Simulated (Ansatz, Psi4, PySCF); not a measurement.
BBr3, singlet, at a GFN2-xTB geometry. Base run: PySCF with HF/STO-3G.

Geometry (Å):
```xyz
4

B      0.0181    -0.0198    -0.0376
Br    -1.5073    -1.1112    -0.1376
Br     0.0197     1.6667    -0.8645
Br     1.4850    -0.5527     1.0074
```
All else is at PySCF's defaults.

The same geometry, method and basis name were run in Ansatz (a program for electronic structure) and Psi4 and PySCF, at each program's defaults and at the settings that a row names. The base is PySCF at its defaults. Differences at the defaults can come from grids, fitting, cores and function types together.

```
code and settings                                                           ΔE vs base (mEh)  basis functions       E (Eh)  SCF cycles  dipole (D)
--------------------------------------------------------------------------  ----------------  ---------------  -----------  ----------  ----------
PySCF, defaults (exact integrals, spherical functions)                                 0.000               59  -7658.49704           8        0.14
Psi4, defaults (density fitting with its default set, spherical functions)            -0.077               59  -7658.49712           7        0.14
Ansatz, defaults (factorised integrals, spherical functions)                           0.012               59  -7658.49703           -           -
PySCF, density fitting with def2-universal-jkfit                                      -0.077               59  -7658.49712           8        0.14
Psi4, exact integrals, spherical functions                                             0.000               59  -7658.49704           9        0.14
Ansatz, high accuracy                                                                  0.000               59  -7658.49704           -           -
```
